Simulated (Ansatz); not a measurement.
Ansatz (an electronic-structure program) input:

Ansatz 0.2 input:
```yaml
crystal:
  periodic: [false, false, false]
  atoms:
    - {symbol: C, position_ang: [0.02588439, 0.01144456, -1.23030756]}
    - {symbol: C, position_ang: [0.01695385, 0.00512397, 0.11335967]}
    - {symbol: C, position_ang: [0.11826473, 0.03420598, 1.38645749]}
    - {symbol: H, position_ang: [-0.96661781, -0.30464710, -1.61705762]}
basis:
  gaussian:
    orbitals: def2-TZVPD
hamiltonian:
  xc: {name: PBE}
magnetization: {spin_polarized: true, initial_magnetization: 1}
```

### Question
Which total energy does the run end on?

### Answer
-114.55009 Eh (PBE/def2-TZVPD). The basis has 120 functions.

This state (charge 0, doublet) is run at the relaxed geometry of the species with charge -1 and multiplicity 1.
